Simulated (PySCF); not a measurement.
C6H6O3S.
Bonds: O1–S2 (double), S2–O3 (double), S2–O4, S2–C5, C5–C6 (double), C6–C7, C7–C8 (double), C8–C9, C9–C10 (double), C6–C10. Hydrogens: H11 on O4; H12 on C5; H13 on C7; H14 on C8; H15 on C9; H16 on C10.

Probes without a nucleus sit at each ring's centroid and 1 Å off its mean plane on both sides; NICS is minus the shielding there, NICSzz its component along the normal. Level: GIAO PBE0/pcSseg-1 (PySCF, non-relativistic, gas phase) on the GFN2-xTB geometry, one conformer.

Ring bond lengths (Å), with Mayer bond orders in brackets: C6–C7 1.469 (1.04), C7–C8 1.341 (1.74), C8–C9 1.466 (1.08), C9–C10 1.341 (1.74), C10–C6 1.466 (1.08).

Give the NICS values of each ring in ppm.

| ring | type | NICS(0) | NICS(1), two faces | NICS(1)zz, two faces | rms pucker (Å) | centre to ring atoms, mean (Å) |
| --- | --- | --- | --- | --- | --- | --- |
| C6–C7–C8–C9–C10 | 5-membered carbocycle; formal bonds 2 double, 3 single | 4.5 | -0.7 / -0.7 | 5.3 / 5.2 | 0.00 | 1.21 |

What do they say, and how far can they be read as aromaticity?

- C6–C7–C8–C9–C10: mean NICS(1)zz 5.3 ppm, deshielded. That is too small in size for a clear verdict by the NICS criterion. NICS(0) lies 5 ppm above the mean NICS(1).

What does the geometric index give? HOMA takes Krygowski's 1993 parameters.

- C6–C7–C8–C9–C10: HOMA -0.20 = 1 − EN − GEO, with mean bond length 1.417 Å, EN = α(Ropt − mean)² = 0.211 and GEO = α × variance = 0.986. The geometric and the magnetic index point the same way.

How shielded are the nuclei of the rings and their hydrogens (means over atoms taken as equivalent)?

| atoms | environment | σ isotropic (ppm) |
| --- | --- | --- |
| C6 | fully substituted alkene carbon | 25.2 |
| C7 | alkene CH carbon | 57.6 |
| C8 | alkene CH carbon | 39.6 |
| C9 | alkene CH carbon | 42.9 |
| C10 | alkene CH carbon | 54.7 |
| H13 | vinylic hydrogen | 25.60 |
| H14 | vinylic hydrogen | 24.96 |
| H15 | vinylic hydrogen | 25.02 |
| H16 | vinylic hydrogen | 24.48 |

Time: 70 s; peak memory 0.95 GiB. Hardware: one thread, Arm Neoverse N1 (aarch64), shared host. This is the whole shielding run at PBE0/pcSseg-1, SCF included.

Shape of the structure used: `[O:1]=[S:2](=[O:3])([OH:4])[CH:5]=[C:6]1[CH:7]=[CH:8][CH:9]=[CH:10]1`: O1–S2–C5–C6 50°, H–O4–S2–O1 133°.
